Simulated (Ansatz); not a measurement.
CH5Bi⁺, that is BiH2Me with one electron fewer. Total charge 1; doublet. Geometry PBE-D4/def2-TZVP, that of the neutral singlet; atoms count from 1.

Cartesian coordinates in Å:
```
Bi 0.218 -1.329 -0.615
H 1.190 -1.597 0.889
H -1.294 -1.734 0.295
C -0.005 0.906 -0.185
H 0.960 1.389 -0.381
H -0.301 1.054 0.857
H -0.767 1.310 -0.861
```

In the def2 sets Bi takes a core potential; there is no spin–orbit coupling.

**Question.** Estimate the Mulliken populations from the PBE0/def2-TZVP orbitals of Ansatz.

**Answer.** 
| atom | charge (e) | spin (α − β) |
| --- | --- | --- |
| Bi1 | 0.64 | 0.54 |
| H2 | 0.09 | 0.07 |
| H3 | 0.09 | 0.07 |
| C4 | -0.46 | 0.32 |
| H5 | 0.21 | -0.01 |
| H6 | 0.22 | 0.02 |
| H7 | 0.21 | -0.01 |
Mulliken values depend strongly on the basis.

**Question.** Where does the spin sit?

**Answer.** Summed by element: Bi 0.54, H 0.14, C 0.32, of 1 unpaired in all. Largest on single atoms: Bi1 0.54, C4 0.32, H3 0.07.

**Question.** And the Mayer bond orders between heavy atoms (over 0.3)?

**Answer.** Bi1–C4 0.86 (2.29 Å).
